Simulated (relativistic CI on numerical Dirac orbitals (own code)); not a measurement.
# Radial parameters of Se²⁶⁺

Method of calculation: Dirac-Coulomb-Breit CI, orbitals from a KLI potential per configuration, model QED, unscaled Slater integrals (own radial code, finite nucleus).

Slater integrals F^k, G^k are unscaled and averaged over j, outside the closed core 1s2; ζ comes from projecting the Hamiltonian with its Breit term on Σ l·s of the shell.

- 2s²2p⁴: F^2(2p,2p) = 585840, ζ(2p) = 237180 cm⁻¹; <r>(2p) = 0.1625, <r^2>(2p) = 0.03201 (bohr units).
- 2s2p⁵: G^1(2s,2p) = 631390, ζ(2p) = 235480 cm⁻¹; <r>(2s) = 0.1881, <r^2>(2s) = 0.04154, <r>(2p) = 0.1629, <r^2>(2p) = 0.03218 (bohr units).
- 2p⁵3s: ζ(2p) = 240150, G^1(2p,3s) = 60050 cm⁻¹; <r>(2p) = 0.1617, <r^2>(2p) = 0.03172, <r>(3s) = 0.4487, <r^2>(3s) = 0.2287 (bohr units).

Averages of the first 10 configurations, taken without configuration mixing, which lowers the lowest level and can move excited configurations by several eV; other configurations of the list can lie among them:

```csv
Configuration,Parity,States,Average energy above the lowest level (eV)
2s²2p⁴,even,15,34.4
2s2p⁵,odd,12,214.0
2p⁶,even,1,418.7
2p⁵3s,odd,12,1979.9
2p⁵3p,even,36,2027.4
2p⁵3d,odd,60,2082.5
2s²2p³3s,odd,40,1628.2
2s²2p³3p,even,120,1679.4
2s²2p³3d,odd,200,1735.0
2s2p⁴3s,even,60,1791.3
```
